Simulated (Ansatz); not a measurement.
Cost and result for the atomization energy of BFH5NOSi (`BN[SiH](O)F`) (10 atoms, 9 bonds).

Cartesian coordinates in Å:
```
B -1.1201 -1.4836 0.2550
N -0.4834 -0.2810 0.5918
Si 0.6889 0.5195 -0.3751
O 0.4832 2.1132 -0.1062
F 2.1740 0.1323 0.0626
H -0.8578 -1.9985 -0.7941
H -1.9090 -1.9727 1.0096
H -0.7184 0.1465 1.4775
H 0.5512 0.1096 -1.7817
H 1.1913 2.7147 -0.3395
```

The species carries charge 0 and has multiplicity 1. Geometry: relaxed with PBE0-D4/def2-TZVP. It is one conformer, not always the lowest. Program: Ansatz. All runs use 4 threads of an Arm Neoverse V1 on a shared host. Times are those of one run each, without the atoms' runs, and a repeat can differ threefold. Electronic energies, without spin–orbit coupling; frozen cores. CCSD(T)/CBS adds CCSD(T) − MP2 in def2-TZVPP to the MP2 limit, and its time is that of the two runs behind it. T1 = 0.012.

CCSD(T)/CBS is a level of theory with its own doubt, some kJ/mol a heavy atom from the limit and from the frozen cores, so smaller differences don't rank the functionals.

```json
{"level": "LDA (SPW92)/def2-TZVPP", "functions": "236", "wall time": "1.1 s", "atomization (kJ/mol)": "4414.0", "difference from CCSD(T)/CBS": "517.7", "per bond": "57.5"}
{"level": "revPBE-D4/def2-TZVPP", "functions": "236", "wall time": "1.6 s", "atomization (kJ/mol)": "3824.2", "difference from CCSD(T)/CBS": "-72.1", "per bond": "-8.0"}
{"level": "BLYP-D4/def2-TZVPP", "functions": "236", "wall time": "1.9 s", "atomization (kJ/mol)": "3889.6", "difference from CCSD(T)/CBS": "-6.7", "per bond": "-0.7"}
{"level": "CAM-B3LYP-D4/def2-TZVPP", "functions": "236", "wall time": "2.7 s", "atomization (kJ/mol)": "3923.3", "difference from CCSD(T)/CBS": "27.0", "per bond": "3.0"}
{"level": "CCSD(T)/def2-SVP", "functions": "99", "wall time": "3.6 s", "atomization (kJ/mol)": "3603.1", "difference from CCSD(T)/CBS": "-293.2", "per bond": "-32.6"}
{"level": "r2SCANh-D4/def2-TZVPP", "functions": "236", "wall time": "3.8 s", "atomization (kJ/mol)": "3860.6", "difference from CCSD(T)/CBS": "-35.7", "per bond": "-4.0"}
{"level": "r2SCAN-D4/def2-TZVPP (with forces)", "functions": "236", "wall time": "3.9 s", "atomization (kJ/mol)": "3888.5", "difference from CCSD(T)/CBS": "-7.8", "per bond": "-0.9"}
{"level": "B2PLYP/def2-TZVPP", "functions": "236", "wall time": "4.2 s", "atomization (kJ/mol)": "3859.2", "difference from CCSD(T)/CBS": "-37.1", "per bond": "-4.1"}
{"level": "PBE-QIDH/def2-TZVPP", "functions": "236", "wall time": "4.4 s", "atomization (kJ/mol)": "3843.5", "difference from CCSD(T)/CBS": "-52.8", "per bond": "-5.9"}
{"level": "ωB97M-V/def2-TZVPP (with forces)", "functions": "236", "wall time": "9 s", "atomization (kJ/mol)": "3907.9", "difference from CCSD(T)/CBS": "11.6", "per bond": "1.3"}
{"level": "MP2/def2-QZVPP", "functions": "448", "wall time": "16 s", "atomization (kJ/mol)": "3942.8", "difference from CCSD(T)/CBS": "46.5", "per bond": "5.2"}
{"level": "CCSD(T)/def2-TZVPP", "functions": "236", "wall time": "110 s", "atomization (kJ/mol)": "3782.1", "difference from CCSD(T)/CBS": "-114.2", "per bond": "-12.7"}
{"level": "CCSD(T)/CBS(def2)", "functions": "–", "wall time": "2.1 min", "atomization (kJ/mol)": "3896.3", "difference from CCSD(T)/CBS": "0.0", "per bond": "0.0"}
```

From PBE to PBE0 (25 % exact exchange), in def2-TZVPP and without D4, the atomization energy moves by −69.4 kJ/mol: exact exchange takes away binding that semilocal exchange gives to molecules. At CCSD(T), def2-SVP lies −293.2 kJ/mol from the extrapolated value and def2-TZVPP −114.1 kJ/mol: correlation converges slowly with the basis, and small sets miss more of it in the bonded molecule than in its fragments. The D4 term adds +29.7 kJ/mol with B3LYP and +15.5 kJ/mol with PBE0; it sums over pairs of atoms, weighted by their polarisabilities, and B3LYP, whose exchange is more repulsive, gets the larger term.

B3LYP here is the variant with VWN-RPA as its local correlation; programs differ in this.
